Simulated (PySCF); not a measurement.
Atomic charges against the basis set

C₂H₇NSi.
Numbering: `[CH2:1]=[N:2][SiH2:3][CH3:4]` (hydrogens: H5, H6 on C1; H7, H8 on Si3; H9, H10, H11 on C4)

Geometry (PBE0-D3(BJ)/def2-SVP, Å), atoms numbered from 1 in this order:
```
atom  x, y, z in Å
C1     2.139    0.353    0.373
N2     1.098    0.615   -0.290
Si3   -0.277   -0.469   -0.479
C4    -1.810    0.398    0.152
H5     2.960    1.092    0.448
H6     2.320   -0.602    0.914
H7    -0.403   -0.760   -1.938
H8    -0.057   -1.763    0.257
H9    -1.745    0.569    1.237
H10   -2.709   -0.204   -0.049
H11   -1.926    1.373   -0.345
```

PBE0 throughout (PySCF), one geometry, spherical d and f functions. The structure is a single PBE0-D3(BJ)/def2-SVP conformer in the gas phase; no vibrational or solvent corrections. Atoms taken as equivalent share a column and are averaged. The first 7 of 8 kinds of atom are listed.

Mulliken charges (e):

```csv
basis,functions,C1,N2,Si3,C4,H5,H6,H7/H8
STO-3G,31,-0.055,-0.392,+0.717,-0.400,+0.077,+0.056,-0.121
6-31G,54,-0.121,-0.539,+0.819,-0.816,+0.166,+0.135,-0.127
pcSseg-0,54,-0.102,-0.795,+1.027,-1.185,+0.224,+0.193,-0.080
6-31G*,74,-0.149,-0.410,+0.591,-0.768,+0.167,+0.147,-0.094
cc-pVDZ,95,+0.062,-0.308,+0.385,-0.268,+0.049,+0.031,-0.080
def2-SVP,95,+0.043,-0.356,+0.526,-0.362,+0.058,+0.040,-0.097
"6-311+G(2d,p)",158,-0.172,-0.393,+0.748,-0.739,+0.120,+0.108,-0.086
aug-cc-pVDZ,159,+0.646,-0.534,+0.245,+0.401,-0.247,-0.209,+0.186
def2-TZVP,172,-0.115,-0.277,+0.330,-0.492,+0.121,+0.098,-0.045
IGLO-III,219,-0.005,-0.539,+0.935,-0.628,+0.111,+0.070,-0.190
cc-pVTZ,222,-0.056,-0.250,+0.318,-0.378,+0.101,+0.065,-0.060
```

IAO charges (e):

```tsv
basis	functions	C1	N2	Si3	C4	H5	H6	H7/H8
STO-3G	31	-0.146	-0.415	+0.834	-0.652	+0.123	+0.091	-0.122
6-31G	54	-0.113	-0.470	+0.746	-0.711	+0.149	+0.106	-0.104
pcSseg-0	54	-0.095	-0.473	+0.760	-0.716	+0.140	+0.100	-0.106
6-31G*	74	-0.075	-0.512	+0.874	-0.717	+0.135	+0.100	-0.141
cc-pVDZ	95	-0.078	-0.502	+0.868	-0.714	+0.134	+0.099	-0.140
def2-SVP	95	-0.071	-0.504	+0.883	-0.708	+0.131	+0.096	-0.146
6-311+G(2d,p)	158	-0.079	-0.526	+0.906	-0.739	+0.140	+0.103	-0.147
aug-cc-pVDZ	159	-0.081	-0.516	+0.873	-0.727	+0.140	+0.102	-0.139
def2-TZVP	172	-0.078	-0.527	+0.917	-0.742	+0.139	+0.103	-0.150
IGLO-III	219	-0.080	-0.528	+0.915	-0.742	+0.140	+0.104	-0.149
cc-pVTZ	222	-0.080	-0.522	+0.903	-0.740	+0.139	+0.103	-0.147
```

Some averages cover members that differ in this geometry, most widely: H7/H8, Mulliken in aug-cc-pVDZ +0.153 to +0.219; H7/H8, Mulliken in 6-31G -0.146 to -0.108; H7/H8, Mulliken in pcSseg-0 -0.096 to -0.063; H7/H8, IAO in pcSseg-0 -0.122 to -0.089 e.

**Question.** Which scheme is steadiest as the basis changes?

**Answer.** Largest range over the bases for any column: IAO 0.17 e, Mulliken 1.59 e. IAO charges move least and Mulliken charges most, counted in e. Without the minimal STO-3G basis the ranges are IAO 0.17, Mulliken 1.59 e.

**Question.** How much do the charges still move between the two largest bases, IGLO-III and cc-pVTZ?

**Answer.** At most, over all atoms: Mulliken 0.617 e, IAO 0.013 e.

**Question.** What do the same runs give for the total energy, the frontier levels and the dipole moment?

**Answer.** 
```
        basis  energy (Eh)  HOMO (eV)  LUMO (eV)  μ (D)
       STO-3G    -419.3621      -3.96       3.02   1.29
        6-31G    -424.2709      -6.63      -0.43   1.45
     pcSseg-0    -423.7102      -6.76      -0.61   1.46
       6-31G*    -424.3499      -6.83      -0.44   1.19
      cc-pVDZ    -424.3731      -6.84      -0.54   1.05
     def2-SVP    -424.1823      -6.91      -0.64   1.13
6-311+G(2d,p)    -424.4242      -7.08      -0.93   1.19
  aug-cc-pVDZ    -424.3843      -7.03      -0.91   1.13
    def2-TZVP    -424.4366      -7.04      -0.85   1.13
     IGLO-III    -424.4412      -7.07      -0.91   1.14
      cc-pVTZ    -424.4344      -7.01      -0.77   1.10
```

The dipole is fixed by the density alone, so its range of 0.41 D shows that the density itself changes with the basis, not only its division among atoms.
